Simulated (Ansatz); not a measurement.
Species: sum formula TaO₂Cl, net charge 0, singlet state. 
Geometry from a B3LYP-D3(BJ)/def2-TZVP (Ansatz, a program for electronic structure) optimisation:
SMILES: [O]=[Ta](=[O])[Cl]
```xyz
4

Ta     0.1890     0.0176     0.2447
O      1.5380    -0.8036    -0.4778
O     -0.6382    -1.1506     1.2281
Cl    -1.2352     0.8438    -1.4040
```

Dipole moments at this geometry, in debye (magnitudes).

```
level                 program  dipole (D)
--------------------  -------  ----------
SVWN5/def2-TZVPD       Ansatz        5.04
PBE/def2-TZVPD         Ansatz        5.08
revPBE/def2-TZVPD      Ansatz        5.10
B97M-V/def2-TZVPD      Ansatz        5.40
B3LYP/def2-TZVPD       Ansatz        5.39
PBE0/def2-TZVPD        Ansatz        5.44
BHLYP/def2-TZVPD       Ansatz        5.79
r2SCANh/def2-TZVPD     Ansatz         ___
r2SCAN0/def2-TZVPD     Ansatz        5.58
HSE06/def2-TZVPD       Ansatz        5.43
CAM-B3LYP/def2-TZVPD   Ansatz        5.59
wB97X-V/def2-TZVPD     Ansatz        5.64
CCSD(T)/def2-SVPD      Ansatz         ___
```

**Question.** What belongs in the gaps?

**Answer.** 
- r2SCANh/def2-TZVPD, dipole (D): 5.43
- CCSD(T)/def2-SVPD, dipole (D): 5.50
